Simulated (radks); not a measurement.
Spherical quantum dot in the effective-mass picture: electrons in a well V = -V0 / (1 + exp((r - R)/a)) with V0 = 39.5, R = 1.47, a = 0.089, with a point charge +1 (a donor) at the centre, all in effective atomic units (hartree* = m*/eps^2 hartree, bohr* = eps/m* bohr), one dielectric constant everywhere. Calculated with a radial shooting solver with Libxc functionals: non-relativistic Kohn-Sham, r2SCAN, spin-polarised, spherical densities, generalised Kohn-Sham scheme. Levels are named by radial order and angular momentum (1s, 1p, 1d, 2s, ...), and open shells are averaged over m.

N = 3, configuration 1s2 1p(up 1, down 0). This is the lowest configuration that the search found. Occupied and some empty levels:

| level | occupation | eigenvalue (hartree*) | <r> (bohr*) |
|---|---|---|---|
| 1s up | 1 | -36.294 | 0.7005 |
| 1s down | 1 | -36.111 | 0.6935 |
| 1p up | 1 | -33.583 | 0.8727 |
| 1p down | 0 | -33.397 | 0.8704 |
| 1d up | 0 | -30.461 | 0.9676 |
| 1d down | 0 | -30.305 | 0.9661 |
| 2s up | 0 | -29.770 | 0.7602 |
| 2s down | 0 | -29.731 | 0.7612 |
| 1f up | 0 | -26.804 | 1.036 |
| 1f down | 0 | -26.683 | 1.034 |

Energy (hartree*): total -110.567, kinetic 8.2648, external -122.06, Hartree 5.3170, exchange-correlation -2.0846.
